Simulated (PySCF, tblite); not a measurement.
Species: C₄H₄ClFO.
Numbering: `[O:1]=[C:2]=[C:3]([CH2:4][F:5])[CH2:6][Cl:7]` (hydrogens: H8, H9 on C4; H10, H11 on C6)

Computed with GFN2-xTB (tblite), gas phase: nudged elastic band of 9 images (0 to 8), spring 0.2 eV/Å², climbing image at the end, force threshold 0.05 eV/Å. No saddle search or frequency run followed, so the top image need not be a first-order saddle, and its height can exceed the method's true barrier by a kcal/mol or more.

Path: rotation about C3–C6 (outer carbon of cumulated double bonds, sp3 C–Cl carbon), followed by the dihedral C4–C3–C6–Cl7.

Image 0 (start, dihedral -79°):
```
atom  x, y, z in Å
O1      2.413   -1.484    0.119
C2      1.424   -0.885    0.057
C3      0.316   -0.204   -0.020
C4      0.340    1.283   -0.254
F5      0.022    1.564   -1.565
C6     -1.023   -0.852    0.128
Cl7    -1.677   -0.577    1.790
H8     -0.418    1.775    0.363
H9      1.328    1.714   -0.071
H10    -0.979   -1.929   -0.013
H11    -1.739   -0.403   -0.559
```

Image 8 (end, +0.075 eV, dihedral 75°):
```
atom  x, y, z in Å
O1      1.974   -1.355   -1.464
C2      1.169   -0.812   -0.835
C3      0.307   -0.216   -0.056
C4      0.489    1.247    0.264
F5      0.038    2.049   -0.759
C6     -0.959   -0.900    0.350
Cl7    -2.337   -0.445   -0.729
H8     -0.098    1.512    1.148
H9      1.544    1.500    0.409
H10    -1.252   -0.595    1.354
H11    -0.868   -1.982    0.291
```

Question: What do the inner images look like?

Answer: 
Image 1: +0.022 eV, dihedral -62°
```
atom  x, y, z in Å
O1      2.427   -1.482   -0.079
C2      1.429   -0.894   -0.047
C3      0.319   -0.215   -0.015
C4      0.344    1.281   -0.187
F5     -0.009    1.629   -1.472
C6     -1.015   -0.879    0.139
Cl7    -1.853   -0.277    1.614
H8     -0.392    1.745    0.477
H9      1.341    1.694   -0.010
H10    -0.915   -1.957    0.253
H11    -1.669   -0.641   -0.700
```

Image 2: +0.092 eV, dihedral -44°
```
atom  x, y, z in Å
O1      2.416   -1.475   -0.275
C2      1.420   -0.893   -0.151
C3      0.320   -0.215    0.002
C4      0.359    1.285   -0.120
F5     -0.054    1.690   -1.370
C6     -1.009   -0.905    0.163
Cl7    -2.044   -0.058    1.352
H8     -0.331    1.735    0.601
H9      1.372    1.673    0.018
H10    -0.876   -1.922    0.530
H11    -1.567   -0.913   -0.775
```

Image 3: +0.175 eV, dihedral -26°
```
atom  x, y, z in Å
O1      2.390   -1.460   -0.460
C2      1.401   -0.886   -0.259
C3      0.318   -0.215    0.001
C4      0.378    1.289   -0.056
F5     -0.096    1.759   -1.260
C6     -1.006   -0.926    0.190
Cl7    -2.204    0.090    1.025
H8     -0.258    1.721    0.723
H9      1.406    1.649    0.040
H10    -0.875   -1.821    0.800
H11    -1.450   -1.196   -0.771
```

Image 4 (top): +0.224 eV, dihedral -4°
```
atom  x, y, z in Å
O1      2.354   -1.449   -0.644
C2      1.379   -0.880   -0.376
C3      0.315   -0.218   -0.024
C4      0.394    1.286    0.010
F5     -0.129    1.833   -1.140
C6     -0.999   -0.939    0.218
Cl7    -2.314    0.177    0.646
H8     -0.197    1.680    0.842
H9      1.431    1.627    0.073
H10    -0.905   -1.644    1.047
H11    -1.324   -1.471   -0.678
```

Image 5: +0.216 eV, dihedral 16°
```
atom  x, y, z in Å
O1      2.307   -1.445   -0.821
C2      1.351   -0.875   -0.490
C3      0.314   -0.222   -0.055
C4      0.406    1.277    0.071
F5     -0.142    1.895   -1.029
C6     -0.988   -0.938    0.246
Cl7    -2.374    0.180    0.277
H8     -0.157    1.624    0.941
H9      1.448    1.609    0.122
H10    -0.953   -1.415    1.228
H11    -1.205   -1.688   -0.516
```

Image 6: +0.169 eV, dihedral 36°
```
atom  x, y, z in Å
O1      2.238   -1.440   -1.002
C2      1.312   -0.869   -0.600
C3      0.312   -0.224   -0.072
C4      0.424    1.265    0.132
F5     -0.153    1.952   -0.910
C6     -0.976   -0.927    0.274
Cl7    -2.405    0.085   -0.101
H8     -0.106    1.567    1.040
H9      1.470    1.587    0.165
H10    -1.028   -1.144    1.343
H11    -1.082   -1.850   -0.296
```

Image 7: +0.114 eV, dihedral 56°
```
atom  x, y, z in Å
O1      2.147   -1.427   -1.181
C2      1.262   -0.856   -0.698
C3      0.313   -0.223   -0.068
C4      0.454    1.255    0.197
F5     -0.178    2.000   -0.770
C6     -0.971   -0.908    0.298
Cl7    -2.390   -0.118   -0.477
H8     -0.017    1.516    1.150
H9      1.503    1.564    0.183
H10    -1.145   -0.854    1.373
H11    -0.971   -1.946   -0.032
```

The largest changes of bonds and angles from start to top: C6–Cl7 1.807 → 1.777 Å, C3–C6 1.494 → 1.519 Å, C6–H10 1.088 → 1.092 Å, C6–H11 1.089 → 1.092 Å, C4–C3–C6 117.2 → 121.0°, C2–C3–C4 120.8 → 118.2°, O1–C2–C3 179.6 → 177.2°. GFN2-xTB torsional profiles can miss by a kcal/mol or more and can put conformers in the wrong order.

Other torsions move too; by image: C2–C3–C4–F5 (103, 101, 99, 98, 98, 97, 96, 96, 80°).

Question: What do single points at PBE0/pcSseg-1 (PySCF, no dispersion term) give on some images?

Answer: 
| image | GFN2-xTB E (eV) | DFT E (eV) | HOMO (eV) | LUMO (eV) | dipole (D) |
| --- | --- | --- | --- | --- | --- |
| 0 | 0.000 | 0.000 | -7.50 | -1.65 | 0.28 |
| 2 | 0.092 | 0.087 | -7.46 | -1.67 | 0.97 |
| 4 | 0.224 | 0.270 | -7.29 | -1.71 | 1.83 |
| 6 | 0.169 | 0.194 | -7.40 | -1.66 | 2.60 |
| 8 | 0.075 | 0.082 | -7.48 | -1.64 | 3.24 |

Energies count from image 0 at each level. At the GFN2-xTB top the DFT energy is 6.2 kcal/mol against 5.2; the geometries weren't optimised at the DFT level.

The cost below is that of the whole band run. Rough CPU time on one thread of a shared machine: about 10 s.
